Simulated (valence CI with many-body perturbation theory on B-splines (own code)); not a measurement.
Results of a calculation; reference values are marked as such.
## Hyperfine factors and g values of Fe XIII

Method: configuration interaction combined with many-body perturbation theory (CI+MBPT): four valence electrons over a frozen Dirac-Fock core [Ne], radial functions for each j: 11 s, 11 p, 9 d, 7 f, 5 g, 2 h, 1 i, with the one-electron correlation potential Σ1, the two-electron term Σ2, the three-electron term Σ3, Breit, model QED; selected CI, second order for the rest, scaled by the run's own slope (own B-spline code, finite nucleus).

No measured spectrum was set against this ion. As an estimate, levels of excited configurations hold to 0.05 to 0.15 % of their energy, terms of the ground configuration to about 0.5 %.

A/g_I is the dipole constant over the nuclear g factor μ/I (μ in nuclear magnetons, uniformly magnetised nucleus), B/Q the quadrupole constant per barn. Both hold the static response of the core; the bare values leave it out. Large factors of s and p1/2 electrons are usually good to 5 to 10 %; those of open d and f shells near neutrality can be off by tens of per cent, and small factors of p3/2, d and f electrons come from cancelling terms and can be off by a factor of two or in sign, in half-filled shells by more. B is blank for J = 1/2, where it vanishes, and for nearly pure S terms. Energies count from the lowest level. Levels with J = 0 are left out.

Names give the largest LS component (configuration and term), which can be under half, so a name can repeat, a term be missing and a line seem to break the LS rules; names also repeat where a configuration has a term twice.

```csv
Level,E (cm⁻¹),g,A/g_I (MHz),A/g_I bare,B/Q (MHz/b),B/Q bare
3s2.3p2 3P_1,9301,1.500,-2.06,205,4020,3830
3s2.3p2 3P_2,18579,1.455,6760,6580,-6090,-5800
3s2.3p2 1D_2,48173,1.045,6990,6690,14100,13400
3s.3p3 5S°_2,214460,1.996,20300,19600,,
3s.3p3 3D°_1,287210,0.534,-11900,-11300,2820,2690
3s.3p3 3D°_2,287360,1.185,11400,10900,5540,5290
3s.3p3 3D°_3,290200,1.333,18500,17600,-894,-838
3s.3p3 3P°_1,329740,1.470,25500,24200,-3230,-3070
3s.3p3 3P°_2,330380,1.459,18800,17900,-5690,-5420
3s.3p3 1D°_2,362430,1.025,7420,7120,-2740,-2590
3s.3p3 3S°_1,415900,1.782,-12900,-11500,-13.4,-10.3
3s2.3p.3d 3F°_2,429990,0.670,6230,6000,6030,5870
3s2.3p.3d 3F°_3,436780,1.084,3860,3830,6410,6240
3s.3p3 1P°_1,438480,1.212,336,578,150,149
3s2.3p.3d 3F°_4,446860,1.250,2150,2230,9490,9210
3s2.3p.3d 3P°_2,486470,1.260,2180,2290,315,378
3s2.3p.3d 3P°_1,494960,1.142,-2630,-2160,1900,1850
3s2.3p.3d 1D°_2,499040,1.168,1790,1870,-722,-617
3s2.3p.3d 3D°_1,506550,0.862,2540,2560,-4730,-4550
3s2.3p.3d 3D°_3,509200,1.329,4070,4090,-5570,-5220
3s2.3p.3d 3D°_2,509290,1.234,3980,4020,-5870,-5610
3s2.3p.3d 1F°_3,557100,1.002,3200,3160,9240,8980
3s2.3p.3d 1P°_1,571080,0.995,-1070,-811,1240,1240
3p4 3P_2,602460,1.445,6410,6440,2640,2540
3p4 3P_1,615220,1.499,3790,3990,-2280,-2180
3p4 1D_2,626780,1.054,8120,7800,-12100,-11600
3s.3p2.3d 5F_1,633850,0.018,-15000,-14200,-801,-714
3s.3p2.3d 5F_2,636090,1.014,2850,2890,821,830
3s.3p2.3d 5F_3,639630,1.261,7170,7020,1140,1170
3s.3p2.3d 5F_4,644640,1.355,8990,8760,-492,-341
3s.3p2.3d 5F_5,651070,1.399,10600,10200,-6760,-6270
3s.3p2.3d 5D_1,657570,1.486,12600,12200,-3870,-3720
3s.3p2.3d 5D_2,658670,1.480,12300,12000,-4150,-3980
3s.3p2.3d 5D_3,660330,1.476,12000,11700,-1780,-1680
```

Problem. Take the isotope of mass number 57, with I = 1/2, μ = 0.09064 μN. What is the hyperfine structure of 3s.3p3 3P°_1?

Solution. From the table A = 4620 MHz. Shifts from the centre of gravity in MHz: F = 1/2: -4620, F = 3/2: 2310.
